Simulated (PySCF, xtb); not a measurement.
C₂H₉NOSi, SMILES N[Si@@H](O)CC. Other conformers were not sampled.

Harmonic wavenumbers (cm⁻¹) from GFN2-xTB (xtb) at its own minimum, in rising order: 59, 134, 144, 198, 225, 258, 278, 315, 524, 638, 682, 717, 735, 788, 822, 858, 930, 987, 1026, 1087, 1248, 1305, 1419, 1495, 1511, 1514, 1525, 2238, 2955, 2973, 3005, 3037, 3046, 3477, 3511, 3687.

### Question
What does PBE-D3(BJ)/def2-SVP (PySCF) give at its own minimum? (The exact figures need the calculation; the answer reports its results.)

### Answer
71, 78, 156, 185, 241, 269, 315, 339, 450, 610, 640, 735, 772, 799, 836, 868, 907, 948, 958, 1027, 1204, 1213, 1342, 1379, 1423, 1428, 1498, 2137, 2957, 2965, 3004, 3045, 3059, 3482, 3576, 3751. Paired by order, the mean absolute difference is 39 cm⁻¹ and the zero-point energies are 70.6 and 69.6 kcal/mol.
